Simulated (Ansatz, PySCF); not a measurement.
B(Me)3 cation (C3H9B), SMILES CB(C)C (connectivity only; charge and spin as stated), charge +1, multiplicity 2. Atoms are numbered in the order given.

```xyz
13

B      0.1151    -0.0348    -0.0462
C      1.5584    -0.2488    -0.4665
H      1.9764    -1.2057    -0.1150
H      2.1636     0.5538     0.0010
H      1.7111    -0.1670    -1.5545
C     -0.6671    -0.5989     1.2547
H     -0.5908    -1.6796     1.0197
H     -1.6905    -0.3205     1.5216
H      0.0595    -0.2546     2.0190
C     -1.0374     0.8536    -0.7567
H     -2.0314     1.0190    -0.3317
H     -1.0944     0.2918    -1.7107
H     -0.4641     1.8006    -0.8284
```
Charge +1, spin multiplicity 2.

The structure is a stationary point at PBE0-D3(BJ)/def2-SVP. The spin state was assumed, not searched. The isomer is the one that the SMILES or the coordinates give; other isomers of the formula were not compared.

Two levels are set side by side: PBE-D3(BJ)/def2-SVP (Ansatz, an electronic-structure program) and PBE0-D3(BJ)/def2-SVP (Ansatz). Each level has its own optimised geometry; the coordinates shown are those of the second. Frequencies come from the Hessian of PySCF at each geometry. Differences are taken from unrounded values.

```csv
quantity,PBE0-D3(BJ),PBE-D3(BJ),PBE-D3(BJ) minus PBE0-D3(BJ)
mean bond length (Å),1.224,1.232,0.008
bond B1–C2 (Å),1.518,1.522,0.004
bond B1–C6 (Å),1.619,1.624,0.004
bond B1–C10 (Å),1.619,1.624,0.004
bond C2–H3 (Å),1.102,1.111,0.009
bond C2–H4 (Å),1.109,1.117,0.009
bond C2–H5 (Å),1.102,1.111,0.009
bond C6–H7 (Å),1.109,1.117,0.009
bond C6–H8 (Å),1.094,1.102,0.008
bond C6–H9 (Å),1.109,1.118,0.009
bond C10–H11 (Å),1.094,1.102,0.008
bond C10–H12 (Å),1.109,1.117,0.009
bond C10–H13 (Å),1.109,1.118,0.009
highest harmonic wavenumber (cm⁻¹),3240,3142,-98
mean harmonic wavenumber (cm⁻¹),1454,1410,-44
zero-point energy (kcal/mol),68.58,66.50,-2.07
```

GGA bonds tend to be longer and softer than those of functionals with exact exchange. Differences between two approximate levels are no errors against the true value.
